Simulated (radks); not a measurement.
Results of a calculation; reference values are marked as such.
Mn I, configuration [Ar] 3d5 4s2 (the NIST ground configuration). Code: a radial shooting solver on a logarithmic mesh with Libxc functionals. Model: Dirac Kohn-Sham, PBE, spin-unpolarised, spherical densities, point nucleus; open shells are shared between the two j in proportion to 2j + 1. Some entries of the table are withheld. Estimate them.

orbital,occ.,eigenvalue (hartree),<r> (bohr),<r^2> (bohr^2)
1s1/2,2,-236.2334,0.06090,0.004988
2s1/2,2,(1),0.2792,0.09216
2p1/2,2,-23.40825,(2),0.07398
2p3/2,4,-23.02496,(3),0.07564
3s1/2,2,(4),0.8514,0.8370
3p1/2,2,(5),(6),(7)
3p3/2,4,(8),(9),(10)
3d3/2,2,-0.25145,1.219,2.014
3d5/2,3,-0.24712,1.226,2.039
4s1/2,2,-0.18767,3.094,11.14

Answer. 
(1) 2s1/2 eigenvalue (hartree): -27.33218
(2) 2p1/2 <r> (bohr): 0.2451
(3) 2p3/2 <r> (bohr): 0.2480
(4) 3s1/2 eigenvalue (hartree): -3.15534
(5) 3p1/2 eigenvalue (hartree): -2.03709
(6) 3p1/2 <r> (bohr): 0.8981
(7) 3p1/2 <r^2> (bohr^2): 0.9519
(8) 3p3/2 eigenvalue (hartree): -1.99040
(9) 3p3/2 <r> (bohr): 0.9072
(10) 3p3/2 <r^2> (bohr^2): 0.9713
